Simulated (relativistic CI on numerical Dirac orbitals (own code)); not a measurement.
W5+: O2,3 absorption edge

Computed with this model: Dirac-Coulomb-Breit CI, KLI orbitals optimised for each configuration, model QED, valence Slater integrals scaled by 0.7, multiplet model of core-to-valence dipole absorption; configurations [Xe] 4f14 5d → [Kr] 4d10 4f14 5s2 5p5 5d2; 10 K; Lorentzian 1 eV and Gaussian 0.3 eV FWHM. Energies are those of the free ion, without screening or charge transfer. The branching ratio is the share of the lower-energy edge in the whole absorption, uncertain by about 0.02 where the edges overlap. S is read from ⟨S²⟩ = S(S + 1).

free ion: ground-state S = 0.50, centroid 51.04 eV. Peaks (eV, height): 44.5 (55), 46.5 (43), 51.0 (54), 54.2 (26), 56.2 (100).

Strongest unbroadened transitions for free ion:

| Energy (eV) | Relative strength |
| --- | --- |
| 40.63 | 1.3 |
| 42.11 | 0.7 |
| 42.12 | 1.0 |
| 44.18 | 24.3 |
| 44.67 | 50.2 |
| 44.95 | 3.4 |
| 46.27 | 24.2 |
| 46.54 | 0.5 |
| 46.68 | 30.2 |
| 51.02 | 42.1 |
| 51.19 | 26.8 |
| 51.35 | 0.5 |
| 53.22 | 1.3 |
| 54.13 | 23.0 |
| 55.84 | 17.4 |
| 56.28 | 1.3 |
| 56.32 | 100.0 |
| 56.50 | 18.6 |
